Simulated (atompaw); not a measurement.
# Before and after: PAW (atompaw) potential for Sn

* Element: Sn (Z = 50)
* Generator: atompaw 4.2.0.5
* Type: PAW
* Functional: PBE
* Relativity: scalar-relativistic
* Frozen core: [Kr]
* Valence charge: 14
* Reference configuration: 4d10 5s2 5p1 (charge +1)
* Partial waves: 5s (bound): rc 2.35 bohr; 5s channel at 1.25 Ry: rc 2.35 bohr; 5p (bound): rc 2.35 bohr; 5p channel at 3.65 Ry: rc 2.35 bohr; 4d (bound): rc 2.35 bohr; 4d channel at -0.7 Ry: rc 1.10 bohr
* Local potential: bessel scheme, radius 1.55 bohr
* Core correction: smooth core density matched at 1.85 bohr
* Augmentation charge: sinc compensation charge, radius 2.05 bohr; PAW radius 2.35 bohr; waves and projectors: custom polynom vanderbiltortho

Change: all radii scaled by about 0.78 (s 1.84, p 1.84, d 1.84 bohr); local potential bessel scheme, radius 1.22 bohr; augmentation sinc compensation charge, radius 1.60 bohr; PAW radius 1.84 bohr; waves and projectors: custom polynom vanderbiltortho; core correction smooth core density matched at 1.46 bohr.

Cutoffs: the cutoffs (Ry, on a coarse ladder) from which the occupation-weighted sum of valence levels, in a spherical-Bessel basis at the reference potential, stays within 10 and 1 mRy of its value at 400 Ry; they do not see the model core or the augmentation charge, which bear on the density cutoff.

Task: What does the change do?

Result: The potential gets harder (21 Ry and 35 Ry → 45 Ry and 80 Ry); the bound ghosts move from s to p, s. A smaller radius makes the pseudo-wave follow the all-electron one further in, where it bends more sharply, so more plane waves are needed.

```csv
quantity,base,changed
"cutoff, loose",21 Ry,45 Ry
"cutoff, tight",35 Ry,80 Ry
loose cutoff by channel (10 mRy a level),"s 18 Ry, p 6 Ry, d 15 Ry","s 15 Ry, p 18 Ry, d 25 Ry"
bound ghosts,s,"s, p"
lowest overlap eigenvalue by channel,"s 0.02, p 0.21, d 0.34","s 0.23, p 0.46, d 0.05"
```

 A true bound ghost makes a file unfit for plane-wave use even where its test errors are small: the radial tests pick states by their node count and pass the ghost by. The cutoffs see the waves, projectors and local potential, not the compensation charge or the core.
